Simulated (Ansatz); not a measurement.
Harmonic frequencies (cm⁻¹) at PBE0-D4/def2-TZVP from Ansatz: 59, 188, 216, 261, 308, 340, 545, 609, 736, 788, 926, 981, 1388, 3162, 3262.

Question: Which molecule is it?
A. `[CH3][Ga][Cl]`•
B. `O=C=N[SiH]F`•
C. `[CH2][Si](F)(F)Cl`•
D. `[CH3][Sn]([OH])[Cl]`•

Answer: C.
